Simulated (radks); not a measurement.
The numbers below are computed, except where a source is named.
These are the eigenvalues of the occupied orbitals of an atom or ion with whole-number occupations (eV). Level of theory: scalar-relativistic Kohn-Sham, PBE, spin-polarised, spherical densities, point nucleus (a radial shooting solver on a logarithmic mesh with Libxc functionals).

orbital  eigenvalue
1s up     -35817.44
1s down   -35817.39
2s up     -5632.773
2s down   -5632.749
2p up     -5054.476
2p down   -5054.435
3s up     -1184.574
3s down   -1184.533
3p up     -998.4975
3p down   -998.4499
3d up     -725.4581
3d down   -725.4122
4s up     -237.3159
4s down   -237.2206
4p up     -177.8195
4p down   -177.7224
4d up      -91.2267
4d down    -91.0903
5s up      -42.9882
5s down    -42.2142
5p up      -29.1420
5p down    -28.3484

Which element is it, and in what charge state? The configuration may be excited. Open shells, if any, are filled with parallel spins first.

Answer. Z = 55, caesium, charge +2: Cs2+ in [Kr] 4d10 5s2 5p5. The list shows which subshells hold electrons but not how many an open one holds; the 1s level, -1316.3 hartree, gives Z - s = 51.3 by -(Z - s)^2/2, which with screening and relativity narrows Z to a few neighbours, and the depths of the outer levels then fix element, charge and occupations together.
